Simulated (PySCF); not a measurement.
Correlation energy of N⁺ (nitrogen, charge +1)

[He] 2s2 2p2, high-spin 3P determinant. All numbers are calculated (PySCF 2.14, scalar relativity by spin-free X2C-1e, in dyall-acv3z). Frozen: 1s2; 4 electrons correlated; the 19 highest virtual orbitals of each spin left out.

```json
{"level": "CCSD", "correlation energy (mhartree)": "-95.37"}
{"level": "(T)", "correlation energy (mhartree)": "-1.69"}
{"level": "CCSD(T)", "correlation energy (mhartree)": "-97.06"}
```

Diagnostics: T1 = 0.0066, D1 = 0.0131, largest double amplitude 0.118.

Problem. Is a single reference adequate?

Solution. Mostly. T1 lies below 0.03, but a double amplitude of this size points to a near-degeneracy that CCSD handles and MP2 describes poorly.
